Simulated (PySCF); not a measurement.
Rigid-rotor lines calculated for a species of formula C2H7F2NSi2 (commonest isotopes; PBE0-D3(BJ)/def2-SVP geometry optimisation, gas phase in PySCF), labelled J(Ka,Kc):

```csv
transition,MHz
"1(0,1) ← 0(0,0)",2774.3
"2(1,2) ← 1(1,1)",5015.5
"1(1,1) ← 0(0,0)",3429.4
"2(0,2) ← 1(0,1)",5330.3
"2(1,1) ← 1(1,0)",6081.6
```

Problem. Find the rotational constants.

Solution. 1(0,1) ← 0(0,0) is B + C, 2(1,1) ← 1(1,0) is 3B + C and 2(1,2) ← 1(1,1) is B + 3C, so B − C is half the difference of the last two, 533.1 MHz. 1(1,1) ← 0(0,0) is A + C. A = 2308.8, B = 1653.7, C = 1120.6 MHz.

Problem. What moments of inertia, asymmetry and inertial defect follow?

Solution. I = 505379 MHz·u·Å² over each constant: Ia = 218.89, Ib = 305.61, Ic = 450.98 u·Å²; κ = (2B − A − C)/(A − C) = -0.103 (asymmetric top); Δ = Ic − Ia − Ib = -73.52 u·Å².

Problem. Which dipole components do these lines need?

Solution. μa and μb (a-type: ΔKa even, ΔKc odd; b-type: both odd). The calculation gives |μa| = 2.60 D, |μb| = 0.55 D, |μc| = 1.31 D.

Problem. Where do these fall, and of which type are they? 2(1,2) ← 1(0,1); 2(2,1) ← 2(1,2); 2(2,0) ← 2(1,1); 2(1,1) ← 2(1,2); 1(1,0) ← 1(1,1); 2(0,2) ← 1(1,1); 2(2,1) ← 2(1,1); 1(1,0) ← 1(0,1); 2(2,1) ← 1(1,1).

Solution. 
```
     transition   MHz  type  branch
1(1,0) ← 1(1,1)   533     a       Q
1(1,0) ← 1(0,1)  1188     b       Q
2(1,1) ← 2(1,2)  1599     a       Q
2(2,1) ← 2(1,1)  1965     c       Q
2(2,0) ← 2(1,1)  2184     b       Q
2(2,1) ← 2(1,2)  3565     b       Q
2(0,2) ← 1(1,1)  4675     b       R
2(1,2) ← 1(0,1)  5671     b       R
2(2,1) ← 1(1,1)  8580     c       R
```

Problem. Which structure gave them?

Solution. `F[C@@H]1C[SiH2]N[Si@@H]1F`, point group C1. Three constants can't fix a structure by themselves; this is the one that was computed:
```
atom  x, y, z in Å
F1     1.771   -1.943    0.360
C2     0.997   -0.943   -0.200
C3     1.330    0.424    0.385
Si4   -0.084    1.600   -0.068
N5    -1.381    0.422   -0.146
Si6   -0.867   -1.209    0.052
F7    -1.137   -1.776    1.554
H8     1.204   -0.934   -1.289
H9     1.347    0.338    1.486
H10    2.321    0.785    0.069
H11   -0.309    2.659    0.961
H12    0.140    2.283   -1.381
H13   -2.351    0.684   -0.285
H14   -1.545   -2.167   -0.858
```

The values belong to one conformer (point group C1) with, in the numbering `[F:1][C@@H:2]1[CH2:3][SiH2:4][NH:5][Si@@H:6]1[F:7]`, F1–C2–C3–Si4 -164°, C2–C3–Si4–N5 29°, C3–Si4–N5–Si6 -5°, Si4–N5–Si6–F7 101°. No PBE0-D3(BJ)/def2-SVP frequencies stand behind this structure, so it isn't proved a minimum. No vibrational averaging or centrifugal distortion is included, and the geometry carries the error of its method. Quadrupole hyperfine structure (14N) is left out.

Time: 68 s wall. Hardware: Arm Neoverse V1, one thread (shared host). These figures are those of the optimisation.
